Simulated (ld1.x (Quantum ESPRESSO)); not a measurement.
What the settings do to the TM potential of La

Base potential:

```json
{"Element": "lanthanum", "Generator": "ld1.x (Quantum ESPRESSO) 7.5", "Type": "norm-conserving Troullier–Martins (Kleinman–Bylander form)", "Functional": "PBE", "Relativity": "non-relativistic", "Frozen core": "[Kr] 4d10", "Valence charge": "11", "Reference configuration": "4f0 5s2 5p6 5d1 6s2 6p0", "Partial waves": "5s (bound): rc 2.45 bohr; 5p (bound): rc 2.80 bohr; 4f (bound, empty): rc 0.95 bohr; 5d (bound): rc 3.50 bohr", "Local potential": "the d channel", "Core correction": "Bessel-smoothed model core inside 0.70 bohr"}
```

Occupied shells without a wave of their own: 6s. They enter only through the test configuration that unscreens the potential, and ld1.x also counts them in the model core charge.

Cutoffs, loose and tight: the cutoffs (Ry, on a coarse ladder) from which the occupation-weighted sum of valence levels, in a spherical-Bessel basis at the reference potential, stays within 10 and 1 mRy of its value at 400 Ry. They do not see the model core or the augmentation charge, which bear on the density cutoff. Test errors are all-electron minus pseudo excitation energies from the reference, over the configurations 4f0 5s2 5p6 5d1 6s1 6p0; 4f0 5s2 5p6 5d1 6s0 6p0; 4f0 5s2 5p6 5d0 6s0 6p0; 4f0 5s2 5p6 5d2 6s0 6p0; 4f0 5s2 5p6 5d2 6s1 6p0; 4f1 5s2 5p6 5d0 6s1 6p0; 4f0 5s2 5p6 5d1 6s0 6p1. A dash means not determined; rows that change the core or the reference have their own tests. The largest error is taken over the tests solved by every variant that gives reliable tests at all: 4f0 5s2 5p6 5d0 6s0 6p0; 4f0 5s2 5p6 5d1 6s0 6p0; 4f0 5s2 5p6 5d1 6s1 6p0; 4f0 5s2 5p6 5d2 6s0 6p0; 4f0 5s2 5p6 5d2 6s1 6p0.

With those shells counted twice in exchange and correlation these files are broken, and their errors move erratically; no question is asked of them.

For the base: The cutoffs count occupied waves only; the empty 4f level needs 260 Ry at the loose tolerance.

A true bound ghost makes a file unfit for plane-wave use even where its test errors are small: the radial tests pick states by their node count and pass the ghost by. Where a test does run into it, the solver fails or the error is huge.

| change | outcome | cutoff, loose | cutoff, tight | bound ghosts | largest test error (meV) |
| --- | --- | --- | --- | --- | --- |
| base | generated | 21 Ry | 30 Ry | none | +88 |
| type PAW; waves now 5s (bound): rcut 2.15, rcutus 2.45 bohr; 6s (bound): rcut 2.15, rcutus 2.45 bohr; 5p (bound): rcut 2.45, rcutus 2.80 bohr; 6p (bound): rcut 2.45, rcutus 2.80 bohr; 5d (bound): rcut 3.05, rcutus 3.50 bohr; 5d channel at 2.25 Ry: rcut 3.05, rcutus 3.50 bohr; 4f (bound): rcut 0.85, rcutus 0.95 bohr; 4f channel at 0.4 Ry: rcut 0.85, rcutus 0.95 bohr; local potential all-electron potential smoothed inside 1.60 bohr (lloc = -1); augmentation PSQ, inside the norm-conserving radii | failed: new_paw_hamiltonian: negative rho | – | – | – | – |
| local potential the f channel | generated | 140 Ry | 200 Ry | s, p, d | -1141 |
| reference 4f0 5s2 5p6 5d1 6s1.5 6p0 | generated, misses its reference levels by 0.17 eV | 21 Ry | 30 Ry | none | +583 |
| functional LDA (PZ) | generated, misses its reference levels by 0.16 eV | 21 Ry | 30 Ry | none | +107 |
| core correction Bessel-smoothed model core inside 0.54 bohr | generated | 21 Ry | 30 Ry | none | +88 |
| wave 5s (bound): rc 2.45 bohr becomes 5s (bound): rc 3.80 bohr | generated, misses its reference levels by 0.73 eV | 12 Ry | 21 Ry | none | -4825 |
| wave 4f (bound): rc 0.95 bohr becomes 4f (bound): rc 1.30 bohr | generated | 21 Ry | 30 Ry | none | +88 |
| all radii but the core radius scaled by about 1.11 (s 2.72, p 3.10, d 3.88, f 1.06 bohr) | generated | 12 Ry | 25 Ry | none | -399 |
